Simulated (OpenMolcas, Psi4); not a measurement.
CH3ClF2Si (SMILES C[Si](F)(F)Cl): the HOMO–LUMO gap, rung by rung

CH3ClF2Si has 8 atoms, charge 0, and is taken as a singlet. As SMILES, `C[Si](F)(F)Cl`. The coordinates come from a PBE0-D4/def2-TZVP relaxation.

Each level gives the HOMO–LUMO gap (eV). The values are calculated.

| level | kind | program | value (eV) | CPU time |
| --- | --- | --- | --- | --- |
| HF/def2-SVP | Hartree–Fock | OpenMolcas | 17.32 | 6.6 s |
| BP86/def2-SVP (density fitting) | GGA | Psi4 | 8.56 | 6.8 s |
| PBE/def2-SVP | GGA | OpenMolcas | 8.43 | 22 s |
| revPBE/def2-SVP | GGA | OpenMolcas | 8.50 | 23 s |
| TPSS/def2-SVP | meta-GGA | OpenMolcas | 8.86 | 28 s |
| r2SCAN/def2-SVP | meta-GGA | OpenMolcas | 9.50 | 29 s |
| BHLYP/def2-SVP | global hybrid | OpenMolcas | 12.90 | 23 s |
| M06-2X/def2-SVP | hybrid meta-GGA | OpenMolcas | 12.97 | 26 s |

The values span 8.43 to 17.32 eV. Orbital gaps aren't excitation energies; they tend to grow with the share of exact exchange. Times are those of the runs behind each value, whatever else they computed, on shared processors of several kinds: orders of magnitude only.
